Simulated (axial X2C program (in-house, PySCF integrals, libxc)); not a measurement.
# Curves of YNC⁺ from open-shell CI on d0 s1 p(π)0

Calculated with an axial X2C code built on PySCF integrals: two-component X2C with atomic mean-field Coulomb and Gaunt terms, basis Y dyall-v3z, N dyall-v3z, C dyall-v3z (cores contracted in-house). Orbitals come from Hartree–Fock averaged over the configuration Y d0 s1 p(π)0; CI then distributes these electrons over the d, s, p(π) shells of Y.

Scan along the Y–N bond with NC moving as one mass, its bond held at 1.170 Å; masses Y 88.906 u, N 14.003 u, C 12.000 u. Energies in cm⁻¹ from the lowest point; levels are followed by energy order within each Ω. Lowest level at 2.081 Å: 100% s1.

```tsv
R (Å)	(1)Ω=1/2	(1)Ω=3/2	(1)Ω=5/2	(2)Ω=1/2	(2)Ω=3/2
1.935	2032	7546	7875	11755	12022
2.008	453	5271	5610	9371	9643
2.081	0	4165	4514	8131	8406
2.164	511	3984	4342	7785	8062
2.247	1816	4647	5014	8283	8560
2.341	3955	6115	6492	9570	9847
2.456	7173	8587	8974	11833	12110
```

**Question.** Fit the curves (1)Ω=1/2, (1)Ω=3/2, (1)Ω=5/2, (2)Ω=1/2, (2)Ω=3/2 near their minima.

**Answer.** From the open-shell CI curves, Te from the lowest:

```tsv
level	Te (cm⁻¹)	Re (Å)	ωe (cm⁻¹)
(1)Ω=1/2	0	2.080	518.3
(1)Ω=3/2	3937	2.137	475.8
(1)Ω=5/2	4292	2.136	476.4
(2)Ω=1/2	7777	2.152	461.4
(2)Ω=3/2	8054	2.152	461.3
```

Without dynamic correlation distances can be off by several hundredths of an Å (long for ionic bonds, short for multiple bonds) and the wavenumbers are rough.

The 5 lowest curves are shown; the next is (3)Ω=1/2, from 13751 cm⁻¹.

There is no dynamic correlation: spin–orbit spacings and, for f shells, spacings inside one term are the most reliable numbers, splittings between terms come out too wide, and energies between configurations are not reliable, so the lowest level need not be the ground state of the molecule. For d shells the ligand-field splittings (σ, π, δ) and their order can be off by a thousand cm⁻¹ or more. At most 6 roots were kept for each Ω > 0 (twice that for Ω = 0) within 3.2 eV of the lowest, so higher up levels can be missing between those listed; levels with Ω > 0 are doubly degenerate and listed once, Ω = 0 levels singly. Some active spinors are only partly of the character that their shell is named for, so the shell names and counts are nominal. States that fill the shells left empty in the average are placed too high. The molecule was held linear; bending was not examined.
